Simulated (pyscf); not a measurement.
## Hydrogen shift: •H₂C–CH₂–SiH₃ (SMILES [CH2]C[SiH3]) → H₃C–CH₂–SiH₂• (SMILES CC[SiH2])

Gas phase, doublet surface, charge 0. Bonds broken: Si3–H8. Bonds formed: C2–H8. PySCF, gas phase, ωB97X-D3(BJ)/def2-SVP geometries. MP2 and CC: frozen core, UHF for open shells. ΔMP2 is the change of the MP2 total energy from the triple- to the quadruple-zeta basis.

Transition state (Å):

```xyz
10

C     -1.0585     0.1780     0.4762
C      0.3396     0.6535     0.1036
Si    -1.3197    -0.3853    -1.3134
H     -1.7267     0.9669     0.8497
H     -1.0434    -0.6507     1.1998
H      0.4674     1.7126    -0.1525
H      1.2026     0.1948     0.6012
H      0.3160    -0.0884    -1.2574
H     -1.8848     0.7431    -2.1149
H     -2.1107    -1.6333    -1.6004
```

One imaginary mode, 1772i cm⁻¹; descent along it reached the two sides named.

```json
[
 {"bond": "Si3–H8", "change": "breaks", "reactant side (Å)": "1.492", "saddle": "1.663", "product side": "3.1"},
 {"bond": "C2–H8", "change": "forms", "reactant side (Å)": "3.2", "saddle": "1.550", "product side": "1.102"}
]
```

Electronic energies relative to the reactant's lowest minimum found (kcal/mol):

```tsv
level	barrier	reaction energy	reverse barrier
ωB97X-D3(BJ)/def2-TZVP	32.0	-8.3	40.4
PBE/def2-TZVP	24.6	-10.7	35.3
r²SCAN/def2-TZVP	28.9	-8.1	37.0
B3LYP-D3(BJ)/def2-TZVP	30.9	-8.4	39.3
PBE0-D3(BJ)/def2-TZVP	28.3	-10.1	38.4
M06-2X/def2-TZVP	31.3	-11.2	42.5
ωB97M-D3(BJ)/def2-TZVP	31.8	-8.4	40.2
HF/def2-TZVP	45.3	-4.2	49.5
MP2/def2-QZVPP	32.8	-11.5	44.2
CCSD/def2-TZVPP	34.0	-8.8	42.8
CCSD(T)/def2-TZVPP	32.0	-9.4	41.4
CCSD(T)/def2-TZVPP + ΔMP2(QZVPP)	31.8	-9.3	41.1
```

With CCSD(T)/def2-TZVPP + ΔMP2(QZVPP) energies and thermal terms (ideal gas, 1 atm, RRHO with modes under 100 cm⁻¹ raised to 100, one conformer, R ln 2 for chiral ones without a mode under 150 cm⁻¹), in kcal/mol:

| T (K) | ΔH‡ | ΔG‡ | ΔH | ΔG |
|---|---|---|---|---|
| 298 | 30.4 | 31.0 | -6.2 | -5.9 |
| 600 | 29.8 | 31.9 | -6.8 | -5.4 |
| 900 | 29.3 | 33.0 | -7.3 | -4.6 |
| 1200 | 28.8 | 34.4 | -7.7 | -3.6 |

•H₂C–CH₂–SiH₃ lies 20.0 kcal/mol over its isomer H₃C–SiH•–CH₃ (electronic energy, ωB97M-D3(BJ)). H₃C–CH₂–SiH₂• lies 11.7 kcal/mol over its isomer H₃C–SiH•–CH₃ (electronic energy, ωB97M-D3(BJ)). This is the saddle that the search found; another between the same sides may lie lower. The CCSD(T) − MP2 part came from Ansatz, without density fitting, on the same reference.
